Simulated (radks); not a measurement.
The numbers below are computed, except where a source is named.
Problem. Numerical settings for neutral indium, [Kr] 4d10 5s2 5p1. Level of theory: Dirac Kohn-Sham, PBE, spin-unpolarised, spherical densities, finite nucleus; open shells fill j = l - 1/2 first; Fermi nuclear charge, rms radius 4.6156 fm (a radial shooting solver on a logarithmic mesh with Libxc functionals). The defaults (mesh step 0.008 in ln r, mesh end at 40 bohr or more with all orbitals vanishing there, Anderson mixing 0.5 over 9 steps, residual threshold near 1e-9 with the energy settled to 1e-9 hartree or 1e-11 of itself, here a cap of 88 iterations) give E = -5883.0795 hartree and 5p1/2 at -2.641 eV in 14 iterations. Times are rough (one thread of a shared host). One setting is changed at a time: mesh step in ln r 0.012; mesh step in ln r 0.12; mesh step in ln r 0.03; mesh end (bohr) 12; mesh end (bohr) 2; residual threshold 0.001; residual threshold 1e-16; mixing 0.2; linear mixing, mixing 0.8; linear mixing, mixing 0.05; mixing history 2; iteration cap 8. Which runs fail to converge, and which converge to a wrong energy?

Solution. Not converged within the cap: mesh step in ln r 0.12; residual threshold 1e-16; linear mixing, mixing 0.8; linear mixing, mixing 0.05; iteration cap 8. Settled on a wrong energy, with an occupied level pushed above zero by the early mesh end: mesh end (bohr) 2 (+13.7 hartree). Apart from these: no run marked as converged misses the energy by more than 1 mhartree.
